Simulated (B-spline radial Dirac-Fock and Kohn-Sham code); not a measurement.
Photoemission from Au²⁺ at Cu Kα (8047.8 eV), detector at θ = 54.7°, φ = 180°

System: the Au²⁺ ion in the configuration [Xe] 4f14 5d9. Level of theory: Dirac-Hartree-Slater photoionisation with a Latter tail; cross sections with all multipoles, angular parameters from the dipole term and its interference with E2; an atomic code on a B-spline grid. Thresholds are orbital energies of the model. For linearly polarised light dσ/dΩ = σ/(4π) [1 + β P₂(cos θ) + (δ + γ cos²θ) sin θ cos φ], with θ from the polarisation vector and φ the angle between the beam and the projection of the electron momentum on the plane normal to the polarisation. The dipole factor is 1 + βP₂ and the non-dipole term is the rest of the bracket. Open shells are filled statistically over j.

Input file task.json (cfg lists n, l and occupation; rrms is the nuclear radius in fm):

```json
{"items": [{
  "Z": 79,
  "q": 2,
  "cfg": [[1, 0, 2], [2, 0, 2], [2, 1, 6], [3, 0, 2], [3, 1, 6], [3, 2, 10], [4, 0, 2], [4, 1, 6], [4, 2, 10], [4, 3, 14], [5, 0, 2], [5, 1, 6], [5, 2, 9]],
  "A": 197,
  "rrms": 5.4371,
  "do": "xps",
  "hv": [60, 80, 95.2, 108.0, 148.0, 151.0, 194.0, 215.0, 229.0, 300, 306.0, 411.0, 465.0, 580.0, 600, 940.0, 1430.0, 1486.9, 1880.0, 2580.0, 2984.4, 4290.0, 5080.0, 6000, 6680.0, 7600.0, 8047.8, 9420.0, 10600.0, 12500.0]
}]}
```

Run with: `python xray2_run.py task.json out`

| subshell | threshold (eV) | σ (kb) | β | γ | δ | dipole factor | non-dipole term | dσ/dΩ (kb/sr) |
| --- | --- | --- | --- | --- | --- | --- | --- | --- |
| 3s | 3425.2 | 6.10 | 1.93 | 0.01 | -0.003 | 1.002 | 0.000 | 0.486 |
| 3p1/2 | 3168.2 | 8.25 | 1.59 | 0.11 | 0.001 | 1.001 | -0.031 | 0.637 |
| 3p3/2 | 2757.0 | 14.9 | 1.69 | 0.17 | 0.022 | 1.001 | -0.065 | 1.11 |
| 3d3/2 | 2323.7 | 9.49 | 1.28 | 1.01 | 0.137 | 1.001 | -0.386 | 0.464 |
| 3d5/2 | 2234.8 | 12.5 | 1.18 | 1.04 | 0.147 | 1.001 | -0.405 | 0.593 |
| 4s | 770.8 | 1.70 | 1.93 | -0.15 | -0.003 | 1.002 | +0.043 | 0.142 |
| 4p1/2 | 659.7 | 1.99 | 1.63 | 0.30 | -0.002 | 1.001 | -0.081 | 0.146 |
| 4p3/2 | 560.4 | 3.45 | 1.74 | 0.38 | 0.018 | 1.002 | -0.118 | 0.243 |
| 4d3/2 | 376.5 | 1.87 | 1.29 | 1.16 | 0.119 | 1.001 | -0.414 | 0.0873 |
| 4d5/2 | 357.8 | 2.44 | 1.16 | 1.17 | 0.136 | 1.001 | -0.428 | 0.111 |
| 4f5/2 | 120.1 | 0.222 | 0.78 | 1.43 | 0.363 | 1.001 | -0.686 | 0.00555 |
| 4f7/2 | 116.1 | 0.271 | 0.75 | 1.42 | 0.374 | 1.001 | -0.691 | 0.00667 |
| 5s | 138.1 | 0.355 | 1.93 | -0.16 | -0.003 | 1.002 | +0.046 | 0.0296 |
| 5p1/2 | 101.3 | 0.358 | 1.64 | 0.34 | -0.002 | 1.001 | -0.092 | 0.0259 |
| 5p3/2 | 83.91 | 0.590 | 1.74 | 0.42 | 0.018 | 1.002 | -0.129 | 0.0410 |
| 5d3/2 | 33.77 | 0.172 | 1.29 | 1.18 | 0.116 | 1.001 | -0.418 | 0.00799 |
| 5d5/2 | 31.87 | 0.218 | 1.15 | 1.18 | 0.134 | 1.001 | -0.432 | 0.00989 |

Values without a named source are computed, but for edge energies of neutral atoms, which are taken from tables.
